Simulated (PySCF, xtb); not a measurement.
H8NSi3, SMILES [SiH2]N([SiH3])[SiH3] (connectivity only; charge and spin as stated), charge +1, multiplicity 1.

Harmonic wavenumbers (cm⁻¹) from GFN2-xTB run with xtb 6.7.1 at its own minimum, in rising order: 46, 74, 138, 198, 214, 240, 417, 454, 534, 536, 573, 590, 606, 707, 719, 723, 735, 742, 747, 790, 801, 1123, 2262, 2269, 2299, 2307, 2314, 2321, 2387, 2393.

Task: What does PBE0-D3(BJ)/def2-SVP (PySCF) give at its own minimum? (An estimate is asked for; the answer gives what the named calculation found.)

Result: 45, 124, 183, 210, 242, 307, 463, 613, 627, 659, 673, 695, 727, 856, 916, 918, 922, 929, 932, 937, 960, 1134, 2273, 2275, 2298, 2301, 2302, 2303, 2307, 2354. Paired by order, the mean absolute difference is 85 cm⁻¹ and the zero-point energies are 43.3 and 46.4 kcal/mol.
